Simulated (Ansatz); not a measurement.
CH₅AsSe (`C[Se][AsH2]`). Total charge 0; spin multiplicity 1.

Z-matrix (Å, degrees):
```
C
Se 1 1.952
H 1 1.088 2 110.5
H 1 1.090 2 106.0 3 -118.5
H 1 1.088 2 110.5 3 122.9
As 2 2.371 1 96.4 3 -61.9
H 6 1.523 2 96.1 1 133.1
H 6 1.523 2 95.9 1 -134.3
```

List the harmonic frequencies (cm⁻¹, unscaled) at PBE0-D4/def2-TZVP in Ansatz. (Estimate.)

The calculation gave: 65, 124, 163, 287, 611, 686, 687, 917, 924, 1010, 1307, 1457, 1467, 2204, 2210, 3074, 3172, 3182.

Is this a minimum?

Yes, all 18 modes are real.

Give the ideal-gas thermochemistry at 298.15 K and 1 bar (rigid rotor, harmonic oscillator; point group Cs, symmetry number 1).

Zero-point energy 140.8 kJ/mol; H(298) − E = 158.9 kJ/mol; entropy 338.7 J/(mol·K), of which translation 173.0, rotation 112.1, vibration 53.7; G(298) − E = 57.9 kJ/mol. Modes under 100 cm⁻¹ are hindered rotations or soft bends, so the harmonic entropy is rough.

And at 400, 500, 600, 800 and 1000 K?


| T (K) | H − E (kJ/mol) | S (J/mol/K) | G − E (kJ/mol) |
| --- | --- | --- | --- |
| 400 | 168.0 | 364.9 | 22.0 |
| 500 | 178.2 | 387.6 | -15.6 |
| 600 | 189.4 | 407.9 | -55.4 |
| 800 | 214.2 | 443.5 | -140.6 |
| 1000 | 241.5 | 474.0 | -232.5 |
